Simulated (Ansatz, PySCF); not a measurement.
C2H2F, doublet, geometry from GFN2-xTB. Base run: CASSCF(3,5)/6-31G run with PySCF.

PySCF was given this input:
```python
from pyscf import gto, scf, mcscf
import numpy

mol = gto.Mole()
mol.atom = '''
    C     0.012696    0.411719   -0.011371
    C     1.198734   -0.111003   -0.027853
    F    -1.191043   -0.126046    0.034014
    H     1.379855   -1.185187   -0.003696
    H     2.070948    0.515299   -0.067086
'''
mol.basis = '6-31g'
mol.charge = 0
mol.spin = 1
mol.verbose = 4
mol.build()

mf = scf.ROHF(mol)
mf.kernel()
mc = mcscf.CASSCF(mf, 5, 3)
mc.fix_spin_(ss=0.75)
mc.kernel()
occ = numpy.linalg.eigvalsh(mc.fcisolver.make_rdm1(mc.ci, mc.ncas, mc.nelecas))[::-1]
ss = mc.fcisolver.spin_square(mc.ci, mc.ncas, mc.nelecas)[0]
print('natural occupations', occ.round(4), ' <S^2>', round(ss, 4))
```

Programs used: Ansatz (a quantum-chemistry and plane-wave program), PySCF; a row that names a program was run with it.

Variants of this job, named by their change:

```tsv
change	ΔE vs base (kcal/mol)	natural occupations	<S^2> of the state
base	0.000	1.90 1.00 0.09 0.00 0.00	0.75
active space = 7 electrons, 8 orbitals	-26.23	1.98 1.98 1.91 1.00 0.10 0.02 0.02 0.00	0.75
state_average = 2 states	2.94	-	-
code = ansatz	0.008	-	-
active space = 7 electrons, 7 orbitals	-22.17	1.98 1.98 1.90 1.00 0.10 0.02 0.02	0.75
active space = 3 electrons, 3 orbitals	3.69	1.90 1.00 0.10	0.75
correction = SC-NEVPT2	-157.4	1.90 1.00 0.09 0.00 0.00	0.75
conv_tol = 1e-5	0.96	1.90 1.00 0.10 0.00 0.00	0.75
active space = 5 electrons, 5 orbitals	-7.63	1.98 1.90 1.00 0.10 0.02	0.75
code = ansatz; correction = SC-NEVPT2, all electrons	-157.4	-	-
orbitals = fixed (CASCI); correction = SC-NEVPT2	-156.9	1.92 1.00 0.08 0.00 0.00	0.75
```

Active orbitals are taken around the Fermi level unless the row says otherwise; CASSCF can end in different local minima, and two programs can end on different orbitals. State-averaged rows give the lowest state.

Open shells are given as the SCF converged; they aren't shown to be the lowest states, and a large step between rows can be another state.
